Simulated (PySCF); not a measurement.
Estimate the missing entries of this data sheet.

Compound: C4H6FO3S (charge -1).
SMILES: `S([O-])(=O)([C@@H]1CC[C@@H]1F)=O`

Conformer (atom-mapped SMILES and torsion angles): `[O:1]=[S:2](=[O:3])([O-:4])[C@@H:5]1[CH2:6][CH2:7][C@@H:8]1[F:9]`: O1–S2–C5–C6 -66°.

```tsv
property	level	value
point group of the GFN2-xTB geometry	GFN2-xTB	?
rotational constants A, B, C of the GFN2-xTB geometry	GFN2-xTB	2.335, 1.372, 1.112 GHz
HOMO energy	PBE0/pcSseg-1	?
LUMO energy	PBE0/pcSseg-1	4.51 eV
13C chemical shifts (computed TMS as zero) by class	GIAO PBE0/pcSseg-1	?
1H chemical shifts (computed TMS as zero) by class	GIAO PBE0/pcSseg-1	?
isotropic shieldings of nuclei other than C and H, by class	GIAO PBE0/pcSseg-1	?
```

The electronic properties come from PySCF, for the isolated species, density fitting. No diffuse functions stand in pcSseg-1, which bears on an anion's orbital energies.

Problem. The 13C chemical shifts (computed TMS as zero) by class?

Solution. 88.7 (1 C), 66.2 (1 C), 32.8 (1 C), 17.9 (1 C) ppm.

Problem. Give the 1H chemical shifts (computed TMS as zero) by class.

Solution. 4.89 (1 H), 4.08 (1 H), 2.81 (1 H), 2.52 (1 H), 1.66 (1 H), 1.03 (1 H) ppm.

Problem. What is the point group of the GFN2-xTB geometry?

Solution. C1.

Problem. The HOMO energy?

Solution. -2.12 eV.

Problem. The isotropic shieldings of nuclei other than C and H, by class?

Solution. 108 (1 O), 113 (1 O), 120 (1 O), 363 (1 F), 184 (1 S) ppm.

The rotational constants make it an asymmetric top with κ = (2B − A − C)/(A − C) = -0.57, nearer the prolate limit (−1). With B = h/(8π²I), that is 505.379 GHz u Å² over I, the principal moments of inertia are 216.5, 368.4 and 454.7 u Å² (most abundant isotopes).

One conformer stands for the species.
